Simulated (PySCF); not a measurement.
## Correlation energy of Sr (strontium, neutral)

[Kr] 4d1 5s1, high-spin 3D determinant (an excited configuration). All numbers are calculated (PySCF 2.14, the spin-free X2C one-electron Hamiltonian (Gaussian nucleus), in x2c-QZVPPall (13s8p7d3f2g, 111 functions)). Frozen: [Kr]; 2 electrons correlated.

With two correlated electrons CCSD is exact within the correlated space (frozen core and kept virtual orbitals).

```tsv
level	correlation energy (mhartree)
CCSD	-6.90
```

Diagnostics: T1 = 0.0047, D1 = 0.0067, largest double amplitude 0.049.

Cost of the coupled-cluster step: about 13 core-seconds, for 2 correlated electrons.

Iterations:

```
CC2 = 0
CCSD nocc = (np.int64(2), np.int64(0)), nmo = (93, 93)
frozen orbitals [[0, 1, 2, 3, 4, 5, 6, 7, 8, 9, 10, 11, 12, 13, 14, 15, 16, 17], [0, 1, 2, 3, 4, 5, 6, 7, 8, 9, 10, 11, 12, 13, 14, 15, 16, 17]]
max_cycle = 100
direct = 0
conv_tol = 1e-08
conv_tol_normt = 1e-06
diis_space = 8
diis_start_cycle = 0
Init t2, MP2 energy = -0.00421785897942264
Init E_corr(UCCSD) = -0.00421785898253047
cycle = 1  E_corr(UCCSD) = -0.00572677800588502  dE = -0.00150891902  norm(t1,t2) = 0.0312602
cycle = 2  E_corr(UCCSD) = -0.00635773546303297  dE = -0.000630957457  norm(t1,t2) = 0.0147083
cycle = 3  E_corr(UCCSD) = -0.00689863889548743  dE = -0.000540903432  norm(t1,t2) = 0.00731644
cycle = 4  E_corr(UCCSD) = -0.0068968358144035  dE = 1.80308108e-06  norm(t1,t2) = 0.00133691
cycle = 5  E_corr(UCCSD) = -0.00690179365052176  dE = -4.95783612e-06  norm(t1,t2) = 0.000300226
cycle = 6  E_corr(UCCSD) = -0.00689972157845445  dE = 2.07207207e-06  norm(t1,t2) = 8.13971e-05
cycle = 7  E_corr(UCCSD) = -0.00690109478280244  dE = -1.37320435e-06  norm(t1,t2) = 2.2411e-05
cycle = 8  E_corr(UCCSD) = -0.00690046045713771  dE = 6.34325665e-07  norm(t1,t2) = 8.15538e-06
cycle = 9  E_corr(UCCSD) = -0.00690071578925842  dE = -2.55332121e-07  norm(t1,t2) = 3.45811e-06
cycle = 10  E_corr(UCCSD) = -0.00690065866513817  dE = 5.71241203e-08  norm(t1,t2) = 1.01602e-06
cycle = 11  E_corr(UCCSD) = -0.00690065974151319  dE = -1.07637502e-09  norm(t1,t2) = 1.39963e-07
UCCSD converged
E(UCCSD) = -3177.291645273921  E_corr = -0.006900659741513187
```
